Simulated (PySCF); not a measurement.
YF2, SMILES [F][Y+][F], charge +1. Geometry optimised at PBE-D3(BJ)/def2-TZVP. The spin state was assumed, not searched. The isomer is the one that the SMILES or the coordinates give; other isomers of the formula were not compared. The def2 effective core potentials stand for the cores of Y; spin–orbit coupling is left out.

All values below come from PBE-D3(BJ)/def2-TZVP in PySCF.

Harmonic wavenumbers (cm⁻¹): 151, 662, 672. Rotational constants (GHz): 15.49, 5.417, 4.014; symmetry number 2.

### Question
Work out the zero-point energy and the ideal-gas rigid-rotor harmonic-oscillator thermochemistry at 298.15 K and 1 atm.

### Answer
ZPE = ½ Σ hcν = ½ × 1485 cm⁻¹ = 8.88 kJ/mol. H − E(el) = 21.15 kJ/mol. Entropy in J/(mol K): translation 169.15, rotation 96.21, vibration 14.04, total 279.40. G − E(el) = -62.15 kJ/mol. Cp = 48.69 J/(mol K).
